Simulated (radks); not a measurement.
Question: Species: Mo29+. Configuration: [Ne] 3s2 3p1. Method: non-relativistic Kohn-Sham, LDA (Slater exchange, Perdew-Wang correlation), spin-unpolarised, spherical densities, point nucleus; relativity is left out, which matters for an element this heavy; computed with a radial shooting solver on a logarithmic mesh with Libxc functionals. Some entries of the table are withheld. Estimate them.

orbital  occ.  eigenvalue (eV)  <r> (bohr)  r(max) (bohr)
1s          2        -20798.54     0.03633            (1)
2s          2        -4104.951      0.1563         0.1333
2p          6              (2)      0.1337         0.1046
3s          2        -1604.539      0.3799         0.3598
3p          1        -1538.018      0.3638         0.3415

Answer: 
(1) 1s r(max) (bohr): 0.02403
(2) 2p eigenvalue (eV): -3913.154
